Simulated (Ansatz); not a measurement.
Compare A (`BOC[SiH2]C`) with its isomer B (`CBC[SiH2]O`).

Isolated molecules relaxed with PBE0-D4/def2-TZVP in Ansatz; ΔE leaves out vibrations. CBS: MP2 limit from def2 TZ/QZ plus the TZ coupled-cluster correction, frozen cores. DFT in def2-TZVPP. B3LYP here is the variant with VWN-RPA as its local correlation; programs differ in this. One conformer a species, not always the lowest.

A:

```xyz
14

B     1.1186   -2.1841    0.7999
O     0.8402   -1.2146   -0.0816
C     1.0855    0.1632    0.1967
Si   -0.5557    1.1040    0.2973
C    -1.5402    0.8851   -1.2721
H     1.6200   -1.9141    1.8598
H     0.8465   -3.3029    0.4738
H     1.6561    0.2701    1.1266
H     1.7007    0.5629   -0.6160
H    -0.2310    2.5386    0.5387
H    -1.3124    0.5842    1.4699
H    -1.0081    1.3059   -2.1285
H    -2.5117    1.3786   -1.1995
H    -1.7086   -0.1768   -1.4649
```

B:

Z-matrix (Å, degrees):
```
C
B 1 1.559
H 1 1.092 2 115.3
H 1 1.097 2 110.5 3 -123.9
H 1 1.098 2 108.9 3 121.9
C 2 1.546 1 123.3 3 -1.3
H 2 1.204 1 118.0 3 176.3
Si 6 1.868 2 110.9 1 89.1
H 6 1.096 2 113.3 1 -27.3
H 6 1.095 2 113.8 1 -153.8
O 8 1.651 6 106.1 2 -179.6
H 8 1.490 6 110.8 2 -59.5
H 8 1.490 6 111.3 2 60.2
H 11 0.958 8 117.4 6 -177.9
```

Task: Which is lower in electronic energy at CCSD(T)/CBS, and by how much? (An estimate is asked.)

Result: Ansatz gave: B, by 20.0 kcal/mol.

Task: Give E(B) − E(A) in kcal/mol with LDA (SPW92), PBE0-D4, B3LYP, ωB97M-V, PBE-D4, CCSD(T)/def2-TZVPP, MP2/def2-TZVPP. (An estimate is asked.)

Result: The calculation gave: LDA (SPW92) -17.7, PBE0-D4 -19.3, B3LYP -17.3, ωB97M-V -19.2, PBE-D4 -17.4, CCSD(T)/def2-TZVPP -18.9, MP2/def2-TZVPP -21.1. None reverses the order clearly.

Task: Does the order hold for the free energy at 298.15 K (harmonic terms from PBE0-D4)? (Best estimate.)

Result: Ansatz gave: Yes: G(B) − G(A) = -21.4 kcal/mol, for one conformer each. Modes under 60 cm⁻¹, often nearly free rotors, make the harmonic entropy too high.

Largest T1 diagnostic: 0.013.

From PBE to PBE0 (25 % exact exchange), in def2-TZVPP and without D4, E(B) − E(A) moves by −1.8 kcal/mol. At CCSD(T), def2-SVP lies +9.3 kcal/mol from the extrapolated value and def2-TZVPP +1.2 kcal/mol.
